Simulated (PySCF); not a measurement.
**MoHCl + O₂ → MoO₂ + HCl**

Level: PBE0 in the def2-TZVP basis family, computed in PySCF with density fitting; scalar-relativistic core potentials for atoms from Rb on, none lighter, no spin–orbit coupling; open shells unrestricted.

| species | state and structure | E (Eh) | ZPE (kJ/mol) | H(298 K) − H(0) (kJ/mol) | S° (J/(mol K)) |
| --- | --- | --- | --- | --- | --- |
| MoHCl | quintet, Cs, Mo–Cl 2.261 Å, Mo–H 1.703 Å; Cl–Mo–H 113.4° | -528.83308 | 16.0 | 11.5 | 284.2 |
| O₂ | triplet, D∞h, O–O 1.193 Å | -150.23561 | 10.3 | 8.7 | 204.9 |
| MoO₂ | triplet, C2v, Mo–O 1.683 Å (×2); O–Mo–O 114.5° | -218.55623 | 13.9 | 11.2 | 276.1 |
| HCl | singlet, C∞v, H–Cl 1.279 Å | -460.66440 | 17.9 | 8.7 | 186.6 |

**Question.** What is the electronic reaction energy?

**Answer.** At PBE0/def2-TZVP, ΔE = -398.9 kJ/mol from the differences of the total energies times 2625.5, downhill. 

**Question.** Add zero-point, thermal and entropy terms for 298.15 K and 1 bar.

**Answer.** ΔZPE = 5.5 and Δ[H(298) − H(0)] = -0.3 kJ/mol give ΔH° = -393.7 kJ/mol. ΔS° = -26.4 J/(mol K), so ΔG° = -393.7 − 298.15 × (-0.0264) = -386 kJ/mol.

Open d or f shells are single determinants, so the state found may not be the ground state. Each species is the lowest minimum found with this bonding; other isomers or fragments can lie lower.
